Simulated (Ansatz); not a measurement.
Reactions of C6H19GeN3O, SMILES `C[N](C)[Ge]([OH])([N](C)C)[N](C)C`.

Isolated molecules relaxed with PBE0-D4/def2-TZVP in Ansatz; ΔE leaves out vibrations. CCSD(T)/CBS adds triple-zeta CCSD(T) − MP2 to the extrapolated MP2 energy (def2 sets, frozen cores). This one scheme is used for every species, atoms too. For atomizations the MP2-based limit and the directly extrapolated one differ by several kJ/mol either way, and by 10 to 25 for some Ge, Se and Sn compounds, so smaller differences from it don't rank the levels. DFT in def2-TZVPP. Open shells (•) are unrestricted, without spin–orbit coupling. Spin–orbit coupling would lower the free atoms: a little for C, O; clearly for Ge. For Ge outer-core shells are correlated without core-valence functions, so the limit isn't a true one: a few kJ/mol of doubt a bond, and 10 to 20 or more in all where bonds break to atoms. Scalar relativity is left out up to krypton. One conformer a species, not always the lowest.

| reaction | CCSD(T)/CBS(def2) (kJ/mol) |
| --- | --- |
| `C[N](C)[Ge]([OH])([N](C)C)[N](C)C` + H–F → `C[N](C)[Ge]([F])([N](C)C)[N](C)C` + H₂O | -36 |
| `C[N](C)[Ge]([OH])([N](C)C)[N](C)C` + H₂ → `C[N](C)[GeH]([OH])[N](C)C` + `CNC` | 8 |
| `C[N](C)[Ge]([OH])([N](C)C)[N](C)C` + HCl → `C[N](C)[Ge]([Cl])([N](C)C)[N](C)C` + H₂O | -48 |
| `C[N](C)[Ge]([OH])([N](C)C)[N](C)C` → `C[N](C)[GeH]([OH])[N](C)C` + `C=NC` | ? |
| `C[N](C)[Ge]([OH])([N](C)C)[N](C)C` → 6 C• + Ge• + 19 H• + 3 N• + O• | 11328 |

**Question.** Fill in the missing values. (Estimate.)

**Answer.** Ansatz gave: `C[N](C)[Ge]([OH])([N](C)C)[N](C)C` → `C[N](C)[GeH]([OH])[N](C)C` + `C=NC`: +136.7 kJ/mol.

Largest T1 diagnostic: 0.011, for `C=NC`.
